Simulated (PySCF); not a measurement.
# Reading the logs of faulty runs: BFH3OSi anion

Calculated results; nothing here was measured. They come from PySCF 2.14.0, an open-source quantum chemistry program, on an isolated molecule that a program drew, which may never have been made. The molecule is BFH3OSi anion (charge -1, singlet), drawn as the SMILES string `B[Si-](O)F`.

Each row is a Hartree-Fock (HF) and frozen-core CCSD(T) single point in the aug-cc-pV(D+d)Z basis, meant for a local HF minimum. Run 1 is clean. Each other run has one planted mistake out of seven kinds, and not every kind appears here: one electron removed, one electron added, multiplicity raised by two, geometry at a saddle point, minimal basis STO-3G, one bond length entered in bohr, all coordinates scaled. The reference is restricted for singlets and unrestricted otherwise, and also for a bond in bohr. Adding or removing an electron swaps singlet and doublet. Electrons count all cores. HOMO and LUMO are orbital energies over both spins, the gradient is its largest component, and the lowest frequency (negative if imaginary) is given only where the gradient is small. Bond lengths are over the 6 bonds as drawn. T1 is the CCSD diagnostic: over 0.02 (restricted) or 0.045 (unrestricted) a single reference is doubtful.

Geometry of the clean run:
```xyz
7
BFH3OSi anion, angstrom
B    -1.0160   -2.0433    1.0799
Si    0.0544   -2.3956   -0.5083
O     1.6319   -3.0207   -0.3382
F    -0.5856   -3.5301   -1.5511
H    -2.2196   -1.9273    0.9774
H    -0.4983   -1.4754    2.0198
H     1.6513   -3.9054   -0.0144
```

| run | electrons | basis functions | <S^2> | HOMO (eV) | LUMO (eV) | gradient (hartree/bohr) | lowest frequency (cm^-1) | mean bond (Å) | longest bond (Å) | T1 | HF (hartree) | CCSD(T) (hartree) | mistake |
|---|---|---|---|---|---|---|---|---|---|---|---|---|---|
| 1 | 40 | 128 | 0.000 | -1.62 | 3.87 | 1.3e-05 | 133 | 1.4485 | 1.947 | 0.0239 | -489.75062 | -490.42022 | no fault |
| 2 | 40 | 128 | 0.000 | -1.14 | 3.76 | 1.3e-05 | -122 | 1.4226 | 1.848 | 0.0168 | -489.74774 | -490.41681 | geometry at a saddle point |
| 3 | 40 | 128 | 0.000 | -1.55 | 3.88 | 1.3e-02 | - | 1.4311 | 1.924 | 0.0234 | -489.74972 | -490.41743 | all coordinates scaled |
| 4 | 39 | 128 | 0.794 | -9.68 | 0.01 | 5.4e-02 | - | 1.4485 | 1.947 | 0.0241 | -489.73165 | -490.35348 | ? |
| 5 | 40 | 27 | 0.000 | 3.33 | 14.08 | 6.3e-02 | - | 1.4485 | 1.947 | 0.0316 | -483.39989 | -483.57431 | ? |

**Which mistake was planted in run 4, and what did it cost?**

It counts 39 electrons, one fewer than the clean run, at the same geometry and basis. So the mistake is: one electron removed. Subtracting run 1 and multiplying by 627.51 kcal/mol a hartree, the energy moved by 11.9 kcal/mol in HF and 41.9 kcal/mol in CCSD(T).

**Which mistake was planted in run 5, and what did it cost?**

It has 27 basis functions where the clean run has 128, with the same electrons and geometry. So the mistake is: minimal basis STO-3G. Subtracting run 1 and multiplying by 627.51 kcal/mol a hartree, the energy moved by 3985.1 kcal/mol in HF and 4295.9 kcal/mol in CCSD(T).

Cautions from the logs. Run 1: T1 is over the limit, so its CCSD(T) energy is less reliable; run 3: T1 is over the limit, so its CCSD(T) energy is less reliable; run 5: T1 is over the limit, so its CCSD(T) energy is less reliable and the HOMO is above zero, so the electron isn't bound and the energy depends on the basis.
